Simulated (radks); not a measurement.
Question: These are the eigenvalues of the occupied orbitals of an atom or ion with whole-number occupations (hartree). Method: non-relativistic Kohn-Sham, r2SCAN, spin-unpolarised, spherical densities, point nucleus; meta-GGA in the generalised Kohn-Sham scheme; computed with a radial shooting solver on a logarithmic mesh with Libxc functionals.

| orbital | eigenvalue |
|---|---|
| 1s | -227.8291 |
| 2s | -36.48594 |
| 2p | -32.84704 |
| 3s | -12.46674 |
| 3p | -11.34543 |

Which element is it, and in what charge state? The configuration may be excited.

Answer: Z = 24, chromium, charge +12: Cr12+ in [Ne] 3s1 3p1. The list shows which subshells hold electrons but not how many an open one holds; the 1s level, -227.83 hartree, gives Z - s = 21.3 by -(Z - s)^2/2, which with screening narrows Z to a few neighbours, and the depths of the outer levels then fix element, charge and occupations together.
